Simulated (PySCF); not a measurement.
C4H2BrF, SMILES Br/C=C(/F)C#C. Atoms are numbered in the order given.

```xyz
8

C     -1.9731     2.0595     0.0000
C     -0.8183     1.6887     0.0000
C      0.5387     1.2652     0.0000
F      1.4440     2.2608     0.0000
C      0.9927     0.0000     0.0000
Br    -0.1286    -1.5031     0.0000
H     -2.9973     2.3832     0.0000
H      2.0640    -0.2039     0.0000
```
Charge 0, spin multiplicity 1.

Coordinates come from a B3LYP-D3(BJ)/def2-SVP optimisation. The structure was generated by enumeration; whether it is a known compound was not checked.

All values below come from PBE/def2-TZVP (PySCF).

Symmetry labels are those of the subgroup Cs that the program uses (full group Cs).

**Question.** List the valence orbital energies around the gap with their symmetry. (Estimate from the structure and the level; the computed values follow.)

**Answer.** 
| orbital | symmetry | energy (eV) |
|---|---|---|
| HOMO−7 | A" | -11.71 |
| HOMO−6 | A' | -10.59 |
| HOMO−5 | A' | -9.69 |
| HOMO−4 | A" | -8.75 |
| HOMO−3 | A" | -7.82 |
| HOMO−2 | A' | -7.65 |
| HOMO−1 | A' | -7.21 |
| HOMO | A" | -6.03 |
| LUMO | A" | -2.33 |
| LUMO+1 | A' | -1.43 |
| LUMO+2 | A' | -0.84 |
| LUMO+3 | A' | 1.11 |
